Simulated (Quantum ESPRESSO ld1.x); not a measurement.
Input (ld1.x (Quantum ESPRESSO 7.5)):

```
 &input
    zed=18.0,
    iswitch=1,
    rel=1,
    dft='RXC-VWN',
    config='[Ne] 3s2 3p2 4s0 3d0 4p0',
    prefix='ld1',
    max_out_wfc=37,
    file_charge='ld1.rho',
 /
```

Standard output:

```
     Program LD1 v.7.5 starts

     --------------------------- All-electron run ----------------------------

     scalar relativistic calculation

     atomic number is 18.00
     dft =RXC-VWN   lsd =0 sic =0 latt =0  beta=0.20 tr2=1.0E-14
     Exchange-correlation= RXC-VWN
                           (   3   2   0   0   0   0   0)
     mesh =1937 r(mesh) =  99.24864 a.u. xmin = -8.00 dx = 0.00800
     1 Ry =  13.60569312 eV, c = 137.03599908

     n l     nl                  e(Ry)          e(Ha)          e(eV)
     1 0     1S 1( 2.00)      -233.3902      -116.6951     -3175.4356
     2 0     2S 1( 2.00)       -26.7141       -13.3570      -363.4635
     2 1     2P 1( 6.00)       -21.9030       -10.9515      -298.0059
     3 0     3S 1( 2.00)        -5.9912        -2.9956       -81.5147
     3 1     3P 1( 2.00)        -4.8223        -2.4111       -65.6104
     4 0     4S 1( 0.00)        -2.2706        -1.1353       -30.8933
     3 2     3D 1( 0.00)        -3.1317        -1.5659       -42.6090
     4 1     4P 1( 0.00)        -1.9132        -0.9566       -26.0308

     final scf error:  7.5E-15 reached in  20 iterations

     Etot =   -1044.355819 Ry,    -522.177909 Ha,  -14209.184780 eV

     Ekin =    1048.171662 Ry,     524.085831 Ha,   14261.101972 eV
     Encl =   -2426.583327 Ry,   -1213.291664 Ha,  -33015.348088 eV
     Eh   =     388.202284 Ry,     194.101142 Ha,    5281.761141 eV
     Exc  =     -54.146437 Ry,     -27.073218 Ha,    -736.699804 eV

     normalization and overlap integrals

     s(1S/1S) =  1.000000  <r> =   0.0860  <r2> =    0.0100  r(max) =   0.0565
     s(1S/2S) = -0.001389
     s(1S/3S) = -0.000512
     s(1S/4S) = -0.000260
     s(2S/2S) =  1.000000  <r> =   0.4146  <r2> =    0.2039  r(max) =   0.3388
     s(2S/3S) = -0.000272
     s(2S/4S) = -0.000134
     s(2P/2P) =  1.000000  <r> =   0.3756  <r2> =    0.1752  r(max) =   0.2796
     s(2P/3P) = -0.000216
     s(2P/4P) = -0.000107
     s(3S/3S) =  1.000000  <r> =   1.2546  <r2> =    1.7986  r(max) =   1.1159
     s(3S/4S) = -0.000076
     s(3P/3P) =  1.000000  <r> =   1.3335  <r2> =    2.0577  r(max) =   1.1614
     s(3P/4P) = -0.000062
     s(4S/4S) =  1.000000  <r> =   2.8074  <r2> =    8.8702  r(max) =   2.6688
     s(3D/3D) =  1.000000  <r> =   1.4866  <r2> =    2.6176  r(max) =   1.2088
     s(4P/4P) =  1.000000  <r> =   3.0696  <r2> =   10.6664  r(max) =   2.9143

     ------------------------ End of All-electron run ------------------------
```

Run on one thread of a shared host, so times are rough (Intel(R) Xeon(R) Processor @ 2.60GHz): 0.63 s of CPU time, 0.67 s wall, 20 iterations on 1937 mesh points.
